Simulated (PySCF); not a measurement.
CrH₂: from structure and modes to constants

Method: PySCF, UPBE0, basis Cr def2-TZVP, H def2-TZVP (no relativity, density fitting).

The quintet minimum has C2v symmetry. Masses (u): Cr 51.94051, H 1.00782.

```xyz
3
charge 0 multiplicity 5, angstrom
Cr    0.0000    0.0000   -0.0348
H     1.3598    0.0000    0.8963
H    -1.3598    0.0000    0.8963
```

Harmonic wavenumbers (cm⁻¹): 604.4 (a1, ×1), 1659.8 (b2, ×1), 1679.7 (a1, ×1).

Problem. Find the principal moments of inertia and the rotational constants. What kind of rotor is it?

Solution. About the centre of mass I = 1.6822, 3.7271, 5.4093 u Å². With B = 16.8576/I this gives 10.02, 4.523, 3.116 cm⁻¹. The molecule is an asymmetric top with κ = -0.59.

Problem. Find the vibrational entropy and heat capacity at 298.15 K.

Solution. With u = 1.43878 ω/T, each mode gives S = R[u/(eᵘ−1) − ln(1−e⁻ᵘ)] and C = R u² eᵘ/(eᵘ−1)².
```
ω (cm⁻¹)      u  S (J/(mol K))  C (J/(mol K))
   604.4  2.917           1.85           4.28
  1659.8  8.010           0.02           0.18
  1679.7  8.106           0.02           0.16
```
The sums over all modes are S = 1.9 and C = 4.6 J/(mol K); the softest mode gives 97 % of the entropy.

Problem. Give the standard entropy (298.15 K, 1 bar) by its translational, rotational, vibrational and spin parts, and Cp.

Solution. Sackur–Tetrode with M = 53.96 u gives 158.6; rotation with symmetry number 2 gives 57.4; vibration 1.9; spin R ln 5 = 13.4. The total is 231.3 J/(mol K), and Cp = 4 R + 4.6 = 37.9 J/(mol K).

This need not be the most stable arrangement of these atoms. Other spin states or occupations of the open shell can lie lower.
